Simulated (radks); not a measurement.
Task: Ionisation of neutral holmium, [Xe] 4f11 6s2, to [Xe] 4f11 6s1 as the strength of local exchange is varied. All-electron calculation, Dirac Kohn-Sham, Slater X-alpha exchange (alpha = 2/3 is LDA exchange), no correlation, spin-unpolarised, spherical densities, finite nucleus; open shells fill j = l - 1/2 first; Fermi nuclear charge, rms radius 5.2022 fm. Program: a radial shooting solver on a logarithmic mesh with Libxc functionals.

alpha  E(Ho) (hartree)  exchange (hartree)  IE (eV)  -e of the level emptied (eV)  <r> of it (bohr)
0.611      -12591.0433           -234.8862    5.398                 2.888 (6s1/2)             4.188
0.667      -12612.5919           -256.9038    5.654                 3.117 (6s1/2)             4.126
0.684      -12619.1416           -263.6033    5.735                 3.189 (6s1/2)             4.107
0.756      -12646.9230           -292.0588    6.084                 3.507 (6s1/2)             4.028
0.809      -12667.4162           -313.0888    6.350                 3.751 (6s1/2)             3.970
0.986      -12736.1182           -383.8330    7.289                 4.626 (6s1/2)             3.788
1.019      -12748.9715           -397.1095    7.472                 4.798 (6s1/2)             3.756
?          -12734.1720           -381.8237    7.262                 4.600 (6s1/2)             3.793

Which alpha was used in the last row?

Result: alpha = 0.981. NIST Atomic Spectra Database: 6.022 eV (measured). The Delta-SCF value meets it near alpha = 0.74. Spin polarisation and multiplet splitting are left out, so open shells lie too high by an amount that depends on their filling.

Beside tabulated values, note that spin-unpolarised runs miss the spin-polarisation part of the exchange energy of open shells.
